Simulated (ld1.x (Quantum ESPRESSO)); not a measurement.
## Before and after: TM potential for hafnium (Hf)

* Element: Hf
* Generator: ld1.x (Quantum ESPRESSO) 7.5
* Type: norm-conserving Troullier–Martins (Kleinman–Bylander form)
* Functional: PBE
* Relativity: scalar-relativistic
* Frozen core: [Xe] 4f14
* Valence charge: 4
* Reference configuration: 5d2 6s2 6p0
* Partial waves: 6p (bound, empty): rc 4.20 bohr; 5d (bound): rc 3.00 bohr; 6s (bound): rc 2.60 bohr
* Local potential: the s channel
* Core correction: none

All-electron outer shells of the reference configuration (PBE, scalar-relativistic, ld1.x):

```csv
shell,level (eV),outermost node (bohr),outermost maximum (bohr)
5p,-35.57,0.60,1.16
4f,-16.83,–,0.45
6s,-5.11,1.37,2.89
5d,-2.69,0.67,1.69
6p,-1.40,1.66,4.05
```

Change: wave 6p (bound): rc 4.20 bohr becomes 6p (bound): rc 3.04 bohr.

Cutoffs: the cutoffs (Ry, on a coarse ladder) from which the occupation-weighted sum of valence levels, in a spherical-Bessel basis at the reference potential, stays within 10 and 1 mRy of its value at 400 Ry; they do not see the model core or the augmentation charge, which bear on the density cutoff. Errors are all-electron minus pseudo energies relative to the spin-unpolarised reference configuration.

Problem. Predict the effect on cutoff, ghosts and configuration errors.

Solution. The potential gets neither clearly harder nor softer (18 Ry and 25 Ry → 18 Ry and 25 Ry); of the 7 tests that both files solve, the error grows in 2 and shrinks in 0 by more than 15 % and 0.3 meV (median size 23.3 → 27.0 meV); neither file shows a bound ghost.

```tsv
quantity	base	changed
cutoff, loose	18 Ry	18 Ry
cutoff, tight	25 Ry	25 Ry
bound ghosts	none	none
error for 5d2 6s1 6p0, meV [ΔE 7.98 eV]	+6.6	+6.6
error for 5d2 6s0 6p0, meV [ΔE 22.16 eV]	+134	+134
error for 5d1 6s0 6p0, meV [ΔE 43.95 eV]	+302	+302
error for 5d2 6s0 6p2, meV [ΔE 7.86 eV]	+23	+27
error for 5d2 6s1.5 6p0, meV [ΔE 3.25 eV]	0.0	0.0
error for 5d2 6s1 6p1, meV [ΔE 3.83 eV]	+2.8	+3.3
error for 5d2 6s0 6p1, meV [ΔE 12.65 eV]	+39	+41
```
